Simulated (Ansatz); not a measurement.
Consider the hydrogenolysis of a Ge–O bond: `[OH][GeH2][O][SiH3]` + H₂ → `[OH][GeH3]` + `O[SiH3]`.

Computed with Ansatz on PBE0-D4/def2-TZVP structures; ΔE is electronic, products minus reactants. CCSD(T)/CBS is the MP2 limit (def2-TZVPP, def2-QZVPP) plus CCSD(T) − MP2 in def2-TZVPP, frozen cores. This one scheme is used for every species. Functionals use def2-TZVPP. For Ge outer-core shells are correlated without core-valence functions, which leaves a few kJ/mol of doubt a bond. Scalar relativity is left out up to krypton. One conformer a species, not always the lowest.

CCSD(T)/CBS gives +43.0 kJ/mol.

Q: Another level gave +41.0 kJ/mol. Which?
A. HF/def2-TZVPP
B. PBE0/def2-TZVPP
C. r2SCAN/def2-TZVPP
D. MP2/def2-TZVPP

A: C. r2SCAN 41.0, PBE0 28.3, HF/def2-TZVPP 34.3, MP2/def2-TZVPP 49.8 kJ/mol.

Largest T1 diagnostic among the species: 0.012.

In def2-TZVPP, CCSD(T) changes the Hartree–Fock value by +9.8 kJ/mol (the triples alone add +3.6 kJ/mol) and MP2 by +15.6 kJ/mol. The D4 term adds +10.8 kJ/mol with B3LYP and +6.1 kJ/mol with PBE0; it sums over pairs of atoms, weighted by their polarisabilities, and B3LYP, whose exchange is more repulsive, gets the larger term.

B3LYP here is the variant with VWN-RPA as its local correlation; programs differ in this.
